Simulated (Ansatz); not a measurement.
Two shapes of singlet AlCl4(-).

Shape 1:

```xyz
5

Al   -0.0487   -0.0071   -0.0089
Cl    1.2104    1.2526    1.2165
Cl    1.2018   -1.2663   -1.2481
Cl   -1.2303    1.2710   -1.2078
Cl   -1.2438   -1.2684    1.2029
```

Shape 2:

```xyz
5

Al    0.0000    0.0000    0.0000
Cl    1.3484    1.3484    1.3484
Cl    1.3484   -1.3484   -1.3484
Cl   -1.3484    1.3484   -1.3484
Cl   -1.3484   -1.3484    1.3484
```

Basis set: 6-31G* (spherical functions). Left uncorrelated: 25 orbitals. Charge -1, multiplicity 1.

Computed with Ansatz (development build ahead of 0.2.0); each method stands on the lowest determinant of its kind that the runs found.

Question: Which shape is lower in energy, and by how much in each method?

Answer:

```
 method  E(2) − E(1) (eV)
    RHF             0.663
RHF-MP2             0.763
```

Shape 1 is lower. Caution: no diffuse functions for an anion; no unrestricted run beside it, a lower state can exist.
